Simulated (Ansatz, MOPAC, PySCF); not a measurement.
Complex: SiH4 (SMILES [SiH4]) (first 5 atoms) with N2 (SMILES N#N); geometry from B3LYP-D3(BJ)/def2-TZVP, rigid monomers moved along the line of their centres of mass till Si1···N7 is 4.06 Å.
(charge 0, multiplicity 1):
```xyz
7

Si     0.0824     0.1487    -0.1899
H      0.4002     0.4069    -1.6132
H      0.2577     1.3973     0.5851
H      0.9960    -0.8907     0.3350
H     -1.3175    -0.3157    -0.0744
N     -0.0615    -0.4379     4.8152
N     -0.4317    -0.4505     3.7893
```

Counterpoise-corrected where a basis set is named; no monomer relaxation. Rows marked so take none.

Frozen-core correlation. CBS(a, b) extrapolates the correlation energy as X⁻³ and adds the Hartree–Fock energy of set b. Rows in 6-31G*, STO-3G carry no dispersion term and start afresh at each structure (6-31G* with six Cartesian d functions). The state that AM1, PM3, PM7 reach isn't checked; PM7 holds dispersion and hydrogen-bond terms.

The values were computed with Ansatz (Gaussian basis) for Hartree–Fock, density functionals and correlated methods; MOPAC for AM1, PM3, PM7 (differences of heats of formation); PySCF for 6-31G* rows, STO-3G rows, the dispersion terms. Values without a source in brackets are computed.

Other levels give for the interaction energy: PBE/def2-TZVPPD -0.25; B3LYP/def2-TZVPPD 0.08; B3LYP-D3(BJ)/def2-TZVPPD -0.46; wB97M-V/def2-TZVPPD -0.43; CCSD(T)/CBS(aug-cc-pV(D+d)Z, aug-cc-pV(T+d)Z) -0.45 kcal/mol.

Common cheap choices:

```
level                            interaction energy (kcal/mol)  less -0.45 (CCSD(T)/CBS(aug-cc-pV(D+d)Z, aug-cc-pV(T+d)Z))
-------------------------------  -----------------------------  ----------------------------------------------------------
AM1                                                       0.04                                                        0.49
PM3                                                       0.48                                                        0.94
PM7                                                      -0.41                                                        0.04
HF/STO-3G (no counterpoise)                              -0.13                                                        0.33
HF/6-31G*                                                -0.02                                                        0.43
HF/6-31G* (no counterpoise)                              -0.21                                                        0.24
B3LYP/6-31G* (no counterpoise)                           -0.36                                                        0.09
M06-2X/6-31G* (no counterpoise)                          -0.69                                                       -0.24
```

Ansatz is a first-principles code.
